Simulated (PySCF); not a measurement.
Sc²⁺ (scandium, charge +2) across methods

[Ar] 4p1, 2P determinant (an excited configuration). All numbers are calculated (PySCF 2.14, the non-relativistic Hamiltonian (point nucleus), in def2-TZVPPD).

```tsv
method	E (hartree)	mean ε 3p α (eV)	mean ε 3p β (eV)	mean ε 4p α (eV)	Σ⟨r²⟩ (bohr²)	⟨S²⟩
HSE06	-759.444	-58.011	-57.862	-14.980	25.69	0.750
M06-2X	-759.606	-60.748	-60.658	-15.863	25.53	0.750
M06-L	-759.594	-56.654	-56.592	-14.602	25.64	0.750
PBE	-759.374	-55.797	-55.673	-14.791	25.54	0.750
PBE0	-759.423	-58.443	-58.297	-15.346	25.70	0.750
UHF	-758.80902	-65.115	-64.888	-16.552	26.57	0.750
r2SCAN	-759.569	-56.674	-56.584	-14.758	25.71	0.750
PBEsol	-758.474	-55.699	-55.580	-14.718	25.51	0.750
```

Question: Estimate the same row for LDA.

Answer: E (hartree) = -757.639; mean ε 3p α (eV) = -55.808; mean ε 3p β (eV) = -55.681; mean ε 4p α (eV) = -14.720; Σ⟨r²⟩ (bohr²) = 25.42; ⟨S²⟩ = 0.750.
